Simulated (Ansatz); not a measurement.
Pulling on the Si5–H6 bond in BH5OSi (SMILES BO[SiH3]) (multiplicity 1 held, fragments rigid). Energies count from the point at 1.477 Å.
Geometry at that point (charge 0, multiplicity 1):
```xyz
8

B     -0.35531     0.16771     1.74611
H     -1.12198     0.72283     2.47444
H      0.51570    -0.54224     2.16560
O     -0.48933     0.35731     0.41765
Si     0.33066    -0.20123    -0.91476
H      0.86264     0.96822    -1.64325
H     -0.62978    -0.93425    -1.76420
H      1.43536    -1.09434    -0.49777
```

Signs of static correlation in cc-pV(T+d)Z, with CASSCF(2,2), from Ansatz (a program for electronic structure) runs.

| R (Å) | T1 of restricted CCSD | ⟨S²⟩ of UHF | largest double amplitude of restricted CCSD | weight of the CASSCF reference in MRCISD | CASSCF natural occupations |
|---|---|---|---|---|---|
| 1.182 | 0.013 | 0.000 | 0.020 | 0.888 | 1.99 0.01 |
| 1.329 | 0.013 | 0.000 | 0.022 | 0.888 | 1.99 0.01 |
| 1.477 | 0.013 | 0.000 | 0.023 | 0.888 | 1.98 0.02 |
| 1.625 | 0.013 | 0.000 | 0.032 | 0.888 | 1.97 0.03 |
| 1.772 | 0.013 | 0.000 | 0.044 | 0.888 | 1.96 0.04 |
| 1.994 | 0.014 | 0.000 | 0.066 | 0.888 | 1.94 0.06 |
| 2.215 | 0.016 | 0.116 | 0.137 | 0.888 | 1.90 0.10 |
| 2.585 | [?] | 0.665 | 0.246 | 0.889 | 1.79 0.21 |
| 2.954 | [?] | 0.873 | 0.372 | 0.889 | 1.63 0.37 |
| 3.397 | 0.049 | 0.962 | 0.542 | 0.890 | 1.41 0.59 |
| 3.988 | 0.068 | 0.995 | 0.746 | 0.890 | 1.20 0.80 |
| 4.726 | 0.078 | 1.002 | 0.897 | 0.890 | 1.07 0.93 |

### Question
What belongs in the gaps?

### Answer

- 2.585, T1 of restricted CCSD: 0.022
- 2.954, T1 of restricted CCSD: 0.033

Doubts at one or more of the structures used: a restricted determinant that unrestricted orbitals would lower (R-CCSD(T)/cc-pV(T+d)Z); other coupled-cluster roots lie near (R-CCSD(T)/cc-pV(T+d)Z); T1 above 0.05 (R-CCSD(T)/cc-pV(T+d)Z, U-CCSD(T)/cc-pV(T+d)Z); a spin-contaminated determinant (U-CCSD(T)/cc-pV(T+d)Z); the program's own flag: other amplitudes (U-CCSD(T)/cc-pV(T+d)Z).
